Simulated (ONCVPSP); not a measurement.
## Ti (Z = 22), ONCV: configuration errors across variants

- Element: Ti (Z = 22)
- Generator: ONCVPSP 4.0.1
- Type: optimised norm-conserving Vanderbilt (ONCV)
- Functional: LDA (Perdew-Wang 92)
- Relativity: scalar-relativistic
- Frozen core: [Ne]
- Valence charge: 12
- Reference configuration: 3s2 3p6 3d2 4s1.5 4p0.5
- Partial waves: 3s+4s: rc 1.95 bohr, ncon 4, nbas 7, qcut 7.1 1/bohr, 2 projectors; 3p+4p: rc 1.60 bohr, ncon 5, nbas 9, qcut 10.8 1/bohr, 2 projectors; 3d: rc 1.70 bohr, ncon 4, nbas 8, qcut 10.7 1/bohr, 3 projectors, debl 0.4 Ha
- Local potential: polynomial inside 1.40 bohr (lpopt 5, dvloc0 0 Ha)
- Core correction: none

All-electron excitation energies from the reference (eV): (1) 3s2 3p6 3d2 4s2 4p0 -1.547; (2) 3s2 3p6 3d2 4s1 4p0 5.982; (3) 3s2 3p6 3d2 4s0 4p0 19.776.

2 further variants failed, have other tests or too few solved ones, and are left out.

Errors AE − PS in meV (a dash: test not solved or not reliable):

| change | (1) | (2) | (3) | bound ghosts | GHOST(+) flags above zero |
| --- | --- | --- | --- | --- | --- |
| base | +0.1 | -0.3 | -0.9 | none | none |
| d: qcut 9.1 | +0.1 | -0.3 | -0.9 | none | none |
| d: qcut 10.3 | +0.1 | -0.3 | -0.9 | none | none |
| d: qcut 12 | +0.1 | -0.3 | -0.9 | none | none |

**Question.** Give the same row for: d: qcut 7.

**Answer.** +0.1, -0.2, -0.8; bound ghosts: none; GHOST(+) flags above zero: d.
